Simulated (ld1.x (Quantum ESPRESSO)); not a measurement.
Reading a pseudo-wave (Co (Z = 27))

Columns: radius, all-electron u(r) and pseudo u(r) of the 4s shell (level -4.61 eV) of cobalt in the configuration [Ar] 3d8 4s1 4p0; LDA (PZ), scalar-relativistic, TM scheme, ld1.x (Quantum ESPRESSO) 7.5.

```
r (bohr)  all-electron   pseudo
   0.202       -0.1432  -0.0473
   0.405        0.1506  -0.0903
   0.607        0.2535  -0.1263
   0.810        0.1419  -0.1597
   1.012       -0.0394  -0.2021
   1.215       -0.2156  -0.2693
   1.418       -0.3590  -0.3656
   1.620       -0.4649  -0.4650
   1.822       -0.5376  -0.5376
   2.025       -0.5828  -0.5828
   2.228       -0.6060  -0.6060
   2.430       -0.6121  -0.6121
   2.632       -0.6057  -0.6057
   2.835       -0.5898  -0.5898
   3.037       -0.5673  -0.5673
   3.240       -0.5401  -0.5401
   3.442       -0.5103  -0.5103
   3.645       -0.4786  -0.4786
   3.847       -0.4465  -0.4465
   4.050       -0.4143  -0.4143
   4.252       -0.3830  -0.3830
   4.455       -0.3525  -0.3525
   4.658       -0.3234  -0.3234
   4.860       -0.2960  -0.2960
   5.062       -0.2701  -0.2701
   5.265       -0.2459  -0.2459
```

(1) How many radial nodes do the two functions have?

(2) At about which radius was the pseudo-wave matched?

(3) Where does each function peak?

(4) Is the pseudo-wave norm-conserving?

## Answers

(1) The all-electron 4s function has n − l − 1 = 3 (the table is too coarse to show those close to the nucleus); the pseudo-wave has 0, since the states of the same l below it are removed with the core.

(2) 1.70 bohr, where the columns begin to agree (steps of 0.20 bohr).

(3) Outermost all-electron maximum near 2.43 bohr, pseudo maximum near 2.43 bohr (to the table’s step).

(4) Yes: the TM scheme keeps the norm inside the radius equal to the all-electron one, which fixes the energy derivative of the logarithmic derivative at the level.
